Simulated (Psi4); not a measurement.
C₂H₇O (SMILES C[OH+]C), charge +1, singlet, at a GFN2-xTB geometry; MP3/6-31G* run with Psi4.

Here is a job for Psi4.
```
memory 2 GB

molecule {
1 1
  C    -0.00223143    1.21625181   -0.23715729
  O     0.06253569   -0.00293426    0.54553241
  C     0.01855330   -1.21299750   -0.25260614
  H     0.03713273    2.06033938    0.44988519
  H     0.87422661    1.24376925   -0.88384307
  H    -0.90875310    1.26332016   -0.84164350
  H     0.07242889   -2.06495723    0.42365030
  H    -0.88709609   -1.26787824   -0.85774070
  H     0.89528349   -1.21728810   -0.89949420
  H    -0.68143921   -0.01335695    1.18350721
}

set basis 6-31g*

energy('mp3')
print_variables()
```

**Question.** What does Psi4 print? Leave out banner, timings and long lists.

**Answer.** 
```
    Information: MP3 default algorithm changed to DF in August 2020. Use `set mp_type conv` for previous behavior.
    For method 'MP3', SCF Algorithm Type (re)set to DISK_DF.

   => Loading Basis Set <=

    Name: 6-31G*
    Role: ORBITAL
    Keyword: BASIS

         ---------------------------------------------------------
                                   SCF
               by Justin Turney, Rob Parrish, Andy Simmonett
                          and Daniel G. A. Smith
                              RHF Reference
         ---------------------------------------------------------

  ==> Geometry <==

    Molecular point group: c1
    Full point group: C1

    Geometry (in Angstrom), charge = 1, multiplicity = 1:

       Center              X                  Y                   Z               Mass
    ------------   -----------------  -----------------  -----------------  -----------------
         C           -0.014839753655     1.216334751096    -0.267162767453    12.000000000000
         O            0.049927366345    -0.002851318904     0.515526932547    15.994914619570
         C            0.005944976345    -1.212914558904    -0.282611617453    12.000000000000
         H            0.024524406345     2.060422321096     0.419879712547     1.007825032230
         H            0.861618286345     1.243852191096    -0.913848547453     1.007825032230
         H           -0.921361423655     1.263403101096    -0.871648977453     1.007825032230
         H            0.059820566345    -2.064874288904     0.393644822547     1.007825032230
         H           -0.899704413655    -1.267795298904    -0.887746177453     1.007825032230
         H            0.882675166345    -1.217205158904    -0.929499677453     1.007825032230
         H           -0.694047533655    -0.013274008904     1.153501732547     1.007825032230

  Running in c1 symmetry.

  Rotational constants: A =      1.14324  B =      0.31225  C =      0.27502 [cm^-1]
  Rotational constants: A =  34273.46162  B =   9360.97168  C =   8244.81309 [MHz]
  Nuclear repulsion =   91.191536776221128

  Charge       = 1
  Multiplicity = 1
  Electrons    = 26
  Nalpha       = 13
  Nbeta        = 13

  ==> Algorithm <==

  SCF Algorithm Type is DISK_DF.
  DIIS enabled.
  MOM disabled.
  Fractional occupation disabled.
  Guess Type is SAD.
  Energy threshold   = 1.00e-08
  Density threshold  = 1.00e-08
  Integral threshold = 1.00e-12

  ==> Primary Basis <==

  Basis Set: 6-31G*
    Blend: 6-31G*
[...]
  @DF-RHF Final Energy:  -154.37673289773784
    Total Energy =                       -154.3767328977378384
  DIE_IF_NOT_CONVERGED          => (empty)
[...]
  ZORA_RADIAL_POINTS            => (empty)
  ZORA_SPHERICAL_POINTS         => (empty)

	For this residual convergence, default PCG convergence is:     1.00e-07
	For this energy convergence, default residual convergence is:     3.16e-07

 ==============================================================================
 ==============================================================================
 ==============================================================================

                     DF-MP3
              Program Written by Ugur Bozkaya
              Latest Revision September 9, 2017

 ==============================================================================
 ==============================================================================
 ==============================================================================

	MO spaces...

	 FC   OCC   VIR   FV
	----------------------
	  0   13    46    0

	Number of basis functions in the DF-CC basis: 266

	Total memory requirement for DF+CC int:     16.76 MB

	Computing DF-MP2 energy ...
	=======================================================================
	Nuclear Repulsion Energy (a.u.)    :    91.19153677622113
	DF-HF Energy (a.u.)                :  -154.37673289773784
	REF Energy (a.u.)                  :  -154.37673289773784
	DF-MP2 Correlation Energy (a.u.)   :    -0.44608748562369
	DF-MP2 Total Energy (a.u.)         :  -154.82282038336152
	=======================================================================

	=======================================================================
	================ MP3 FINAL RESULTS ====================================
	=======================================================================
	Nuclear Repulsion Energy (a.u.)    :    91.19153677622113
	SCF Energy (a.u.)                  :  -154.37673289773784
	REF Energy (a.u.)                  :  -154.37673289773784
	3rd Order Energy (a.u.)            :    -0.02770102125086
	DF-MP2.5 Correlation Energy (a.u.) :    -0.45993799624911
	DF-MP2.5 Total Energy (a.u.)       :  -154.83667089398693
	DF-MP3 Correlation Energy (a.u.)   :    -0.47378850687454
	DF-MP3 Total Energy (a.u.)         :  -154.85052140461238
	=======================================================================

  Variable Map:
  ----------------------------------------------------------------------------
[...]
  Array Variable Map:
  ----------------------------------------------------------------------------
[...]
[...]
```
